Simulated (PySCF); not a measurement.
Indirect couplings

Molfile (atoms numbered from 1):
```
C4H6FGaO2
     RDKit          3D

 14 14  0  0  0  0  0  0  0  0999 V2000
    1.5454    1.8116    0.0952 F   0  0  0  0  0  0  0  0  0  0  0  0
    2.2952    0.6654   -0.1227 C   0  0  0  0  0  0  0  0  0  0  0  0
    1.0699   -0.8915   -0.2251 Ga  0  0  2  0  0  4  0  0  0  0  0  0
   -0.3551   -0.3427   -1.4507 O   0  0  0  0  0  0  0  0  0  0  0  0
   -1.5025    0.0526   -1.0981 C   0  0  0  0  0  0  0  0  0  0  0  0
   -2.0090    0.1131    0.2031 C   0  0  0  0  0  0  0  0  0  0  0  0
   -1.2744   -0.2828    1.3236 C   0  0  0  0  0  0  0  0  0  0  0  0
   -0.0927   -0.7317    1.3390 O   0  0  0  0  0  0  0  0  0  0  0  0
    3.0223    0.5579    0.7018 H   0  0  0  0  0  0  0  0  0  0  0  0
    2.8772    0.7957   -1.0522 H   0  0  0  0  0  0  0  0  0  0  0  0
    1.3714   -2.4055   -0.4627 H   0  0  0  0  0  0  0  0  0  0  0  0
   -2.1655    0.3741   -1.9221 H   0  0  0  0  0  0  0  0  0  0  0  0
   -3.0250    0.4790    0.3491 H   0  0  0  0  0  0  0  0  0  0  0  0
   -1.7652   -0.2107    2.3113 H   0  0  0  0  0  0  0  0  0  0  0  0
  1  2  1  0
  2  3  1  0
  3  4  1  0
  4  5  1  0
  5  6  2  0
  6  7  1  0
  7  8  2  0
  8  3  1  0
  2  9  1  0
  2 10  1  0
  3 11  1  6
  5 12  1  0
  6 13  1  0
  7 14  1  0
M  CHG  2   3  -1   8   1
M  END
```

Indirect spin–spin couplings were computed at B3LYP/pcJ-1 (pcSseg-1 on Ga) (spin–dipole term only in couplings to heteroatoms) (PySCF) on a PBE0-D3(BJ)/def2-SVP structure, for the isolated molecule, without vibrational or relativistic corrections. Couplings are averaged over pairs made equivalent by symmetry, fast rotation or ring inversion, so a value needn't be that of the named pair in this geometry, while other rotamers aren't included; one pair stands for each set, and the list holds a selection of those of at least 1.5 Hz over up to four bonds, among pairs with at least one F or C or H atom (others weren't computed). One-bond C–F couplings come out tens of Hz too large with common functionals.

Isotopes: ¹⁹F, ¹³C, ¹H, ¹⁷O. Couplings to quadrupolar nuclei such as 17O and 33S are rarely resolved in practice.

| pair | bonds | J (Hz) |
| --- | --- | --- |
| F1, C2 | 1 | -244.9 |
| C2, H9 | 1 | ? |
| C2, H10 | 1 | 148.9 |
| O4, C5 | 1 | 29.4 |
| C5, C6 | 1 | 66.3 |
| C5, H12 | 1 | 182.7 |
| C6, C7 | 1 | 66.4 |
| C6, H13 | 1 | ? |
| C7, O8 | 1 | 29.4 |
| C7, H14 | 1 | 182.7 |
| F1, H9 | 2 | 56.8 |
| O4, C6 | 2 | ? |
| O4, H11 | 2 | ? |
| C5, H13 | 2 | ? |
| C6, H12 | 2 | ? |
| O8, H11 | 2 | -12.5 |
| O8, H14 | 2 | -15.0 |
| H9, H10 | 2 | -13.5 |
| O4, C7 | 3 | -2.7 |
| O4, H9 | 3 | -3.3 |
| O4, H13 | 3 | -2.1 |
| C5, H14 | 3 | 7.6 |
| H9, H11 | 3 | ? |
| H10, H11 | 3 | ? |
| H13, H14 | 3 | 4.8 |
| H12, H14 | 4 | 3.4 |

Question: Estimate the withheld couplings, with signs.

Answer: 
- ¹J(C2,H9) = 148.4 Hz (bond length 1.105 Å, sp3 carbon)
- ¹J(C6,H13) = 174.7 Hz (bond length 1.090 Å, sp2 carbon)
- ²J(O4,C6) = 4.7 Hz (angle at C5 127°)
- ²J(O4,H11) = -12.4 Hz (angle at Ga3 108°)
- ²J(C5,H13) = 6.0 Hz (angle at C6 119°)
- ²J(C6,H12) = 14.9 Hz (angle at C5 118°)
- ³J(H9,H11) = -3.3 Hz (dihedral angle 61°)
- ³J(H10,H11) = -3.3 Hz (dihedral angle 59°)

Relativistic effects of the heavier atoms present are left out.
